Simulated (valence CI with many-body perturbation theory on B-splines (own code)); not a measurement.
Au73+: electric-dipole lines

Method: configuration interaction combined with many-body perturbation theory (CI+MBPT): four valence electrons over a frozen Dirac-Fock core [He], a basis of 11 s, 11 p, 9 d, 7 f, 5 g, 2 h, 1 i functions for each j, with the one-electron correlation potential Σ1 (screened to all orders), the two-electron term Σ2, the three-electron term Σ3, Breit, model QED; selected single and double excitations, second order for the rest (own B-spline code, finite nucleus).

The last digits are not significant, and no measured levels were compared; by estimate large intervals hold to a few tenths of a per cent, small ones and those within an open d or f shell to about a per cent. Among the levels kept, up to 300 cm⁻¹ of a level comes from second order outside the variational space, and about a tenth of that is noise between levels of different J, which matters for small intervals.

Lines 201 to 250 of 255 in falling wavelength, among levels below 124180 × 10³ cm⁻¹, chosen from the strongest by gf and those to the six lowest levels. Wavelengths and rates use the calculated energies. Electric multipoles are in the length gauge, E1 and E2 with the static RPA response of the core. Weak lines are less certain than strong ones. Lines between different terms over intervals too small for the method are left out, as are lines whose strength nearly cancels. The highest levels of a list are the least certain.

Levels are named by their leading jj configuration (3d3/2^4 stands for four electrons in 3d with j = 3/2), which in mixed levels can hold well under half, so a name can repeat and another be missing. Letters in brackets count levels of one name in rising energy.

```tsv
λ vac (Å)	Upper	Lower	A (s⁻¹)	log gf	Branch %
0.9761	(2s 2p1/2 2p3/2 3p1/2) J=1 [c]	(2s^2 2p1/2 2p3/2) J=2	3.59e+14	-0.81	79.0
0.9747	(2s 2p1/2 2p3/2 3p1/2) J=1 [c]	(2s^2 2p1/2 2p3/2) J=1	6.46e+13	-1.56	14.2
0.9711	(2s 2p1/2 2p3/2 3d3/2) J=2 [a]	(2s 2p1/2^2 2p3/2) J=1	1.64e+13	-1.94	2.5
0.9708	(2s 2p1/2 2p3/2 3d3/2) J=1 [a]	(2s 2p1/2^2 2p3/2) J=1	4.60e+12	-2.71	0.8
0.9638	(2s 2p1/2 2p3/2 3d3/2) J=2 [a]	(2s 2p1/2^2 2p3/2) J=2	3.70e+14	-0.59	55.5
0.9635	(2s 2p1/2 2p3/2 3d3/2) J=1 [a]	(2s 2p1/2^2 2p3/2) J=2	1.20e+14	-1.30	21.9
0.9630	(2s 2p1/2 2p3/2 3d3/2) J=3 [a]	(2s 2p1/2^2 2p3/2) J=2	5.20e+14	-0.30	82.5
0.9629	(2p1/2^2 2p3/2 3s) J=2	(2s^2 2p1/2 2p3/2) J=2	3.50e+12	-2.61	1.9
0.9621	(2p1/2^2 2p3/2 3s) J=1	(2s^2 2p1/2 2p3/2) J=2	6.24e+12	-2.59	1.6
0.9615	(2p1/2^2 2p3/2 3s) J=2	(2s^2 2p1/2 2p3/2) J=1	5.26e+12	-2.44	2.8
0.9615	(2s 2p1/2 2p3/2 3d3/2) J=1 [c]	(2s 2p1/2^2 2p3/2) J=1	3.34e+14	-0.86	48.8
0.9599	(2s 2p1/2 2p3/2 3d3/2) J=1 [d]	(2s 2p1/2^2 2p3/2) J=1	2.15e+15	-0.05	88.8
0.9599	(2s 2p1/2 2p3/2 3d3/2) J=2 [d]	(2s 2p1/2^2 2p3/2) J=1	2.38e+15	0.22	97.3
0.9598	(2s 2p1/2 2p3/2 3d3/2) J=3 [b]	(2s 2p1/2^2 2p3/2) J=2	2.05e+15	0.30	93.3
0.9592	(2s 2p1/2 2p3/2 3d3/2) J=2 [b]	(2s 2p1/2^2 2p3/2) J=2	2.13e+15	0.17	85.0
0.9591	(2s 2p1/2 2p3/2 3d3/2) J=0 [b]	(2s 2p1/2^2 2p3/2) J=1	2.64e+15	-0.44	84.0
0.9585	(2s 2p1/2 2p3/2 3d5/2) J=2 [a]	(2s 2p1/2^2 2p3/2) J=1	1.47e+14	-1.00	7.7
0.9584	(2s 2p1/2 2p3/2 3d3/2) J=1 [b]	(2s 2p1/2^2 2p3/2) J=2	2.33e+15	-0.02	89.4
0.9576	(2s^2 2p1/2 3d3/2) J=1	(2s^2 2p1/2^2) J=0	2.59e+15	0.03	88.0
0.9566	(2s 2p1/2 2p3/2 3d5/2) J=1 [a]	(2s 2p1/2^2 2p3/2) J=1	9.81e+13	-1.39	4.6
0.9561	(2s^2 2p3/2 3d3/2) J=2	(2s^2 2p1/2 2p3/2) J=2	9.85e+14	-0.17	45.5
0.9554	(2s^2 2p3/2 3d3/2) J=3	(2s^2 2p1/2 2p3/2) J=2	1.94e+15	0.27	97.3
0.9551	(2s^2 2p3/2 3d3/2) J=1	(2s^2 2p1/2 2p3/2) J=2	3.38e+14	-0.86	13.3
0.9547	(2s^2 2p3/2 3d3/2) J=2	(2s^2 2p1/2 2p3/2) J=1	9.80e+14	-0.17	45.3
0.9546	(2s 2p1/2 2p3/2 3d3/2) J=3 [c]	(2s 2p1/2^2 2p3/2) J=2	3.19e+13	-1.52	19.0
0.9538	(2s 2p1/2 2p3/2 3d5/2) J=1 [b]	(2s 2p1/2^2 2p3/2) J=1	1.65e+13	-2.17	0.8
0.9537	(2s^2 2p3/2 3d3/2) J=1	(2s^2 2p1/2 2p3/2) J=1	1.63e+15	-0.18	64.0
0.9533	(2s^2 2p3/2 3d3/2) J=0	(2s^2 2p1/2 2p3/2) J=1	1.98e+15	-0.57	99.9
0.9528	(2s 2p1/2 2p3/2 3d3/2) J=1 [d]	(2s 2p1/2^2 2p3/2) J=2	4.29e+12	-2.76	0.2
0.9514	(2s 2p1/2 2p3/2 3d5/2) J=2 [a]	(2s 2p1/2^2 2p3/2) J=2	2.63e+12	-2.75	0.1
0.9512	(2s 2p1/2 2p3/2 3d5/2) J=3 [a]	(2s 2p1/2^2 2p3/2) J=2	1.48e+13	-1.85	0.5
0.9470	(2s 2p1/2 2p3/2 3p3/2) J=3 [a]	(2s^2 2p1/2 2p3/2) J=2	4.15e+13	-1.41	61.2
0.9455	(2s^2 2p3/2 3d5/2) J=2	(2s^2 2p1/2 2p3/2) J=2	9.61e+12	-2.19	0.8
0.9448	(2s 2p1/2 2p3/2 3p3/2) J=1 [a]	(2s^2 2p1/2 2p3/2) J=1	4.30e+14	-0.76	96.7
0.9447	(2s 2p1/2 2p3/2 3p3/2) J=2 [a]	(2s^2 2p1/2 2p3/2) J=2	5.58e+13	-1.43	7.8
0.9442	(2s^2 2p3/2 3d5/2) J=2	(2s^2 2p1/2 2p3/2) J=1	4.01e+13	-1.57	3.4
0.9441	(2s^2 2p3/2 3d5/2) J=3	(2s^2 2p1/2 2p3/2) J=2	2.54e+13	-1.62	0.8
0.9440	(2s 2p1/2 2p3/2 3d5/2) J=3 [c]	(2s 2p1/2^2 2p3/2) J=2	1.17e+13	-1.96	2.2
0.9434	(2s 2p1/2 2p3/2 3p3/2) J=2 [a]	(2s^2 2p1/2 2p3/2) J=1	2.97e+14	-0.70	41.5
0.9430	(2s^2 2p3/2 3d5/2) J=1	(2s^2 2p1/2 2p3/2) J=2	6.37e+12	-2.59	0.3
0.9428	(2s 2p1/2 2p3/2 3p3/2) J=2 [b]	(2s^2 2p1/2 2p3/2) J=2	3.49e+14	-0.63	85.9
0.9424	(2s 2p1/2 2p3/2 3p3/2) J=0 [a]	(2s^2 2p1/2 2p3/2) J=1	6.76e+14	-1.05	98.7
0.9418	(2s 2p1/2 2p3/2 3p3/2) J=3 [b]	(2s^2 2p1/2 2p3/2) J=2	3.72e+14	-0.46	73.0
0.9416	(2s 2p1/2 2p3/2 3p3/2) J=1 [b]	(2s^2 2p1/2 2p3/2) J=2	6.74e+14	-0.57	91.6
0.9415	(2s 2p1/2^2 3p3/2) J=1	(2s^2 2p1/2^2) J=0	6.71e+14	-0.57	99.2
0.9415	(2s 2p1/2 2p3/2 3p3/2) J=2 [b]	(2s^2 2p1/2 2p3/2) J=1	3.35e+13	-1.65	8.2
0.9403	(2s 2p1/2 2p3/2 3p3/2) J=1 [b]	(2s^2 2p1/2 2p3/2) J=1	1.43e+13	-2.25	1.9
0.9376	(2s 2p1/2 2p3/2 3p3/2) J=2 [c]	(2s^2 2p1/2 2p3/2) J=2	4.16e+13	-1.56	10.1
0.9374	(2s 2p1/2 2p3/2 3p3/2) J=3 [c]	(2s^2 2p1/2 2p3/2) J=2	2.66e+14	-0.61	82.7
0.9363	(2s 2p1/2 2p3/2 3p3/2) J=2 [c]	(2s^2 2p1/2 2p3/2) J=1	3.39e+14	-0.65	82.6
```
